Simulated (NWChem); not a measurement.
Molecule: CH3ClTe; SMILES Cl[Te]C

Program: NWChem. All runs use the structure optimised with PBE0/def2-SVP. Not confirmed as a minimum by frequencies. def2 effective core potentials on Te; no spin-orbit coupling. Ions are spin-unrestricted doublets at the neutral geometry; other ion states weren't tried.

For level B3LYP/def2-SVP:

```
Property                               Value
-------------------------------------  -----
vertical ionisation energy, ΔSCF (eV)   8.31
−ε(HOMO) (eV)                           5.82
```

Problem. What are these values for level PBE/def2-SVP?

Solution. 
| Quantity | Value |
|---|---|
| vertical ionisation energy, ΔSCF (eV) | 8.12 |
| −ε(HOMO) (eV) | 4.95 |
